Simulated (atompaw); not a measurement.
## Reading a pseudo-wave (sulfur (S))

Columns: radius, all-electron u(r) and pseudo u(r) of the 3s shell (level -39.26 eV) of sulfur in the configuration [Ne] 3s2 3p2; PBE, non-relativistic, PAW (atompaw) scheme, atompaw 4.2.0.5.

```csv
r (bohr),all-electron,pseudo
0.048,0.2352,0.0138
0.096,0.1325,0.0282
0.144,-0.0587,0.0439
0.192,-0.2348,0.0615
0.240,-0.3592,0.0814
0.288,-0.4248,0.1042
0.337,-0.4370,0.1307
0.385,-0.4057,0.1601
0.433,-0.3426,0.1929
0.481,-0.2574,0.2292
0.529,-0.1583,0.2687
0.577,-0.0521,0.3112
0.625,0.0562,0.3563
0.673,0.1627,0.4034
0.721,0.2648,0.4519
0.769,0.3604,0.5011
0.817,0.4483,0.5503
0.865,0.5278,0.5986
0.913,0.5985,0.6453
0.962,0.6618,0.6905
1.010,0.7153,0.7316
1.058,0.7606,0.7688
1.106,0.7980,0.8014
1.154,0.8280,0.8290
1.202,0.8510,0.8511
1.250,0.8675,0.8675
```

(1) How many radial nodes do the two functions have?

(2) Is the pseudo-wave norm-conserving?

## Answers

(1) The all-electron 3s function has n − l − 1 = 2; the pseudo-wave has 0, since the states of the same l below it are removed with the core.

(2) No, it belongs to a PAW set: the norm inside the radius is not constrained, and the difference is carried by the augmentation charge.
